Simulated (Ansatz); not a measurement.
CdH2 (SMILES [CdH2]) moved off its minimum; all values from Ansatz (a first-principles code), cores frozen in correlated methods. Elements past Kr take the def2 small-core potentials, without spin–orbit coupling.
(charge 0, multiplicity 1)
```xyz
3

Cd     0.01097    -0.07386     0.28036
H     -0.04405    -0.05492     1.73823
H      0.14244     0.09817    -1.48174
```

Forces at PBE/def2-TZVPP (eV/Å):

```json
[
 {"atom": "Cd1", "Fx": "0.322", "Fy": "0.339", "Fz": "-4.976"},
 {"atom": "H2", "Fx": "-0.214", "Fy": "-0.118", "Fz": "4.167"},
 {"atom": "H3", "Fx": "-0.108", "Fy": "-0.221", "Fz": "0.809"}
]
```

Question: Give the forces (eV/Å), the total energy and the dipole at CCSD(T)/def2-TZVPPD.

Answer: 
```csv
atom,Fx,Fy,Fz
Cd1,0.324,0.329,-5.101
H2,-0.210,-0.105,4.161
H3,-0.114,-0.223,0.939
```
Energy -168.4393 hartree, dipole 0.69 D.
